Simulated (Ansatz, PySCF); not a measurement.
Cl₃La, triplet, at a GFN2-xTB geometry (such geometries of metal compounds can be far from the true shape) (the multiplicity is a formal guess) (core potentials on La). Base run: PySCF with R2SCAN/def2-SVP.

PySCF was given this input:
```python
from pyscf import gto, scf, dft

mol = gto.M(
    atom='''
La    0.08516068   -0.26779560   -0.67267902
Cl   -2.04644296   -0.84818033    0.49246893
Cl    0.26146290    2.04915232    0.33491522
Cl    1.49944132   -0.30306911    1.42806902
''',
    basis='def2-svp',
    ecp={'La': 'def2-svp'},
    spin=2,
    verbose=4,
)

mf = dft.UKS(mol)
mf.xc = 'r2scan'
mf.kernel()
```

The same geometry, method and basis name were run in Ansatz (an electronic-structure program) and PySCF, at each program's defaults and at the settings that a row names. The base is PySCF at its defaults. Differences at the defaults can come from grids, fitting, cores and function types together.

```
code and settings                                                               ΔE vs base (mEh)  basis functions       E (Eh)  SCF cycles  dipole (D)
------------------------------------------------------------------------------  ----------------  ---------------  -----------  ----------  ----------
PySCF, defaults (exact integrals, its default grid, spherical functions)                   0.000               86  -1411.76422          17        3.25
Ansatz, defaults (factorised integrals, its default grid, spherical functions)             0.149               86  -1411.76407           -           -
PySCF, density fitting with def2-universal-jkfit                                          -0.038               86  -1411.76425          17        3.25
PySCF, fine grid                                                                           0.205               86  -1411.76401          17        3.22
Ansatz, high accuracy                                                                      0.152               86  -1411.76406           -           -
```

Open shells are given as the SCF converged; they aren't shown to be the lowest states, and a large step between rows can be another state.
